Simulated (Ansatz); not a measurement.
Relaxation of FH7W (9 atoms, charge 0, multiplicity 1), to a largest force component of 0.03 eV/Å in at most 50 steps.

The calculation used Ansatz 0.2.0, RKS PBE0/def2-SVP.

```xyz
9
Properties=species:S:1:pos:R:3:forces:R:3
W -0.416 -0.420 0.338 -0.39 -0.51 -0.67
F 0.124 0.057 2.061 -0.09 -0.09 0.58
H 1.108 -0.048 -0.145 -0.02 0.01 0.01
H -0.044 1.089 -0.182 0.02 -0.01 0.00
H -1.708 0.342 -0.451 -0.01 0.01 0.00
H 0.269 -1.735 -0.485 -0.01 -0.01 0.01
H -0.102 -0.153 -1.291 -0.03 0.02 -0.01
H 1.535 1.639 1.093 0.29 0.35 -1.61
H 1.540 1.631 1.810 0.24 0.23 1.68
```

Problem. Where does it end, and by what steps?

Solution. The forces met the threshold. The force dipped under the threshold on the way, but the program's further checks kept it going. After 27 steps the energy has fallen by 0.306 eV; H8 moved furthest, 1.94 Å.

```json
{"step": "0", "energy less start (eV)": "0.0000", "largest force component (eV/Å)": "1.682", "accepted": "yes"}
{"step": "1", "energy less start (eV)": "-0.1717", "largest force component (eV/Å)": "0.206", "accepted": "yes"}
{"step": "2", "energy less start (eV)": "-0.2187", "largest force component (eV/Å)": "0.263", "accepted": "yes"}
{"step": "3", "energy less start (eV)": "-0.2498", "largest force component (eV/Å)": "0.686", "accepted": "yes"}
{"step": "4", "energy less start (eV)": "-0.2751", "largest force component (eV/Å)": "0.199", "accepted": "yes"}
{"step": "5", "energy less start (eV)": "-0.2841", "largest force component (eV/Å)": "0.240", "accepted": "yes"}
{"step": "6", "energy less start (eV)": "-0.2884", "largest force component (eV/Å)": "0.121", "accepted": "yes"}
{"step": "7", "energy less start (eV)": "-0.2908", "largest force component (eV/Å)": "0.128", "accepted": "yes"}
{"step": "8", "energy less start (eV)": "-0.2938", "largest force component (eV/Å)": "0.108", "accepted": "yes"}
{"step": "9", "energy less start (eV)": "-0.2947", "largest force component (eV/Å)": "0.108", "accepted": "yes"}
{"step": "10", "energy less start (eV)": "-0.2961", "largest force component (eV/Å)": "0.222", "accepted": "yes"}
{"step": "11", "energy less start (eV)": "-0.2986", "largest force component (eV/Å)": "0.113", "accepted": "yes"}
{"step": "12", "energy less start (eV)": "-0.2996", "largest force component (eV/Å)": "0.106", "accepted": "yes"}
{"step": "13", "energy less start (eV)": "-0.3011", "largest force component (eV/Å)": "0.068", "accepted": "yes"}
{"step": "14", "energy less start (eV)": "-0.3021", "largest force component (eV/Å)": "0.130", "accepted": "yes"}
{"step": "15", "energy less start (eV)": "-0.3029", "largest force component (eV/Å)": "0.093", "accepted": "yes"}
{"step": "16", "energy less start (eV)": "-0.3039", "largest force component (eV/Å)": "0.051", "accepted": "yes"}
{"step": "17", "energy less start (eV)": "-0.3047", "largest force component (eV/Å)": "0.070", "accepted": "yes"}
{"step": "18", "energy less start (eV)": "-0.3051", "largest force component (eV/Å)": "0.098", "accepted": "yes"}
{"step": "19", "energy less start (eV)": "-0.3054", "largest force component (eV/Å)": "0.090", "accepted": "yes"}
{"step": "20", "energy less start (eV)": "-0.3057", "largest force component (eV/Å)": "0.047", "accepted": "yes"}
{"step": "21", "energy less start (eV)": "-0.3057", "largest force component (eV/Å)": "0.045", "accepted": "yes"}
{"step": "22", "energy less start (eV)": "-0.3060", "largest force component (eV/Å)": "0.028", "accepted": "yes"}
{"step": "23", "energy less start (eV)": "-0.3061", "largest force component (eV/Å)": "0.048", "accepted": "yes"}
{"step": "24", "energy less start (eV)": "-0.3062", "largest force component (eV/Å)": "0.043", "accepted": "yes"}
{"step": "25", "energy less start (eV)": "-0.3063", "largest force component (eV/Å)": "0.018", "accepted": "yes"}
{"step": "26", "energy less start (eV)": "-0.3063", "largest force component (eV/Å)": "0.028", "accepted": "yes"}
{"step": "27", "energy less start (eV)": "-0.3064", "largest force component (eV/Å)": "0.019", "accepted": "yes"}
```

```xyz
9
Properties=species:S:1:pos:R:3
W -0.527 -0.537 0.176
F 0.335 0.349 1.605
H 0.855 -0.303 -0.677
H -0.282 0.832 -0.695
H -1.979 0.023 -0.494
H 0.045 -1.999 -0.463
H -0.585 -0.624 -1.498
H 2.474 2.597 2.492
H 1.968 2.062 2.300
```

Whether the end is a true minimum wasn't checked by a vibrational analysis.

The run took 96 s on 1 thread of Arm Neoverse V1, on a shared host, peak memory 0.15 GiB.
